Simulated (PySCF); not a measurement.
BeCl2 (SMILES [Cl][Be][Cl]), singlet, geometry from GFN2-xTB (such geometries of metal compounds can be far from the true shape); DF-R2SCAN/6-311++G** run with PySCF.

PySCF was given this input:
```python
from pyscf import gto, scf, dft
import numpy

mol = gto.M(
    atom='''
Be    0.000000    0.000000    0.000000
Cl    0.000000    0.000000    1.762966
Cl   -0.000000   -0.000000   -1.762966
''',
    basis='6-311++g**',
    charge=0,
    spin=0,
    verbose=4,
)
print('smallest overlap eigenvalue', numpy.linalg.eigvalsh(mol.intor('int1e_ovlp'))[0])

mf = dft.RKS(mol)
mf.xc = 'r2scan'
mf = mf.density_fit(auxbasis='def2-universal-jkfit')
mf = scf.addons.remove_linear_dep_(mf, threshold=1e-8, lindep=1e-8)
mf.kernel()
mf.analyze()
```

Output, abridged:

```
PySCF version 2.14.0

[INPUT] verbose = 4
[INPUT] num. atoms = 3
[INPUT] num. electrons = 38
[INPUT] charge = 0
[INPUT] spin (= nelec alpha-beta = 2S) = 0
[INPUT] symmetry False subgroup None
[INPUT] Mole.unit = angstrom
[INPUT] Symbol           X                Y                Z      unit          X                Y                Z       unit  Magmom
[...]
nuclear repulsion = 84.1957290515302
number of shells = 38
number of NR pGTOs = 139
number of NR cGTOs = 82
basis = 6-311++g**
ecp = {}
input.py:20: DeprecationWarning: remove_linear_dep_ is deprecated and will be removed in a future release. Linear dependency handling is now built into the SCF procedure by default. Linear dependency removal can be controlled using the following settings:
  pyscf.scf.hf.remove_overlap_zero_eigenvalue = True
  pyscf.scf.hf.overlap_zero_eigenvalue_threshold = 1e-6

  mf = scf.addons.remove_linear_dep_(mf, threshold=1e-8, lindep=1e-8)
smallest overlap eigenvalue 0.00041595658744881007

******** <class 'pyscf.df.df_jk.DFRKS'> ********
method = DFRKS
initial guess = minao
damping factor = 0
level_shift factor = 0
DIIS = <class 'pyscf.scf.diis.CDIIS'>
diis_start_cycle = 1
diis_space = 8
diis_damp = 0
SCF conv_tol = 1e-09
SCF conv_tol_grad = None
SCF max_cycles = 50
direct_scf = False
XC library pyscf.dft.libxc version 7.1.2
    S. Lehtola, C. Steigemann, M. J. T. Oliveira, and M. A. L. Marques,  SoftwareX 7, 1–5 (2018)
XC functionals = r2scan
    J. W. Furness, A. D. Kaplan, J. Ning, J. P. Perdew, and J. Sun,  J. Phys. Chem. Lett. 11, 8208–8215 (2020)
    J. W. Furness, A. D. Kaplan, J. Ning, J. P. Perdew, and J. Sun,  J. Phys. Chem. Lett. 11, 9248–9248 (2020)
    J. W. Furness, A. D. Kaplan, J. Ning, J. P. Perdew, and J. Sun,  J. Phys. Chem. Lett. 11, 8208–8215 (2020)
    J. W. Furness, A. D. Kaplan, J. Ning, J. P. Perdew, and J. Sun,  J. Phys. Chem. Lett. 11, 9248–9248 (2020)
radial grids:
    Treutler-Ahlrichs [JCP 102, 346 (1995); DOI:10.1063/1.469408] (M4) radial grids

becke partition: Becke, JCP 88, 2547 (1988); DOI:10.1063/1.454033
pruning grids: <function nwchem_prune>
grids dens level: 3
symmetrized grids: False
atomic radii adjust function: <function treutler_atomic_radii_adjust>
small_rho_cutoff = 0
Set gradient conv threshold to 3.16228e-05
Initial guess from minao.
tot grids = 51488
init E= -935.400971355999
[...]
cycle= 1 E= -935.228441885313  delta_E= 0.173  |g|= 0.279  |ddm|= 1.92
[...]
cycle= 2 E= -935.226777655769  delta_E= 0.00166  |g|= 0.286  |ddm|= 0.527
[...]
cycle= 3 E= -935.246011887393  delta_E= -0.0192  |g|= 0.0489  |ddm|= 0.296
[...]
cycle= 4 E= -935.246477466216  delta_E= -0.000466  |g|= 0.0241  |ddm|= 0.104
[...]
cycle= 5 E= -935.246658903965  delta_E= -0.000181  |g|= 0.001  |ddm|= 0.0377
[...]
cycle= 6 E= -935.246659234486  delta_E= -3.31e-07  |g|= 6.98e-05  |ddm|= 0.00184
[...]
cycle= 7 E= -935.246659236086  delta_E= -1.6e-09  |g|= 7.45e-06  |ddm|= 0.000121
[...]
cycle= 8 E= -935.246659236101  delta_E= -1.52e-11  |g|= 3.56e-07  |ddm|= 1.28e-05
[...]
Extra cycle  E= -935.246659236103  delta_E= -2.16e-12  |g|= 3.76e-07  |ddm|= 1.19e-06
converged SCF energy = -935.246659236103
**** SCF Summaries ****
Total Energy =                        -935.246659236103369
Nuclear Repulsion Energy =              84.195729051530208
One-electron Energy =                -1458.098213085130737
Two-electron Energy =                  438.655824797497189
Two-electron Coulomb Energy =          498.038201508108898
DFT Exchange-Correlation Energy =      -59.382376710611737
HOMO-LUMO gap [eV] =                     7.995033288749096
**** MO energy ****
[...]
 ** Mulliken pop on meta-lowdin orthogonal AOs  **
 ** Mulliken pop  **
 ** Mulliken atomic charges  **
charge of    0Be =      1.28883
charge of    1Cl =     -0.64442
charge of    2Cl =     -0.64442
Dipole moment(X, Y, Z, Debye):  0.00000,  0.00000,  0.00000
```
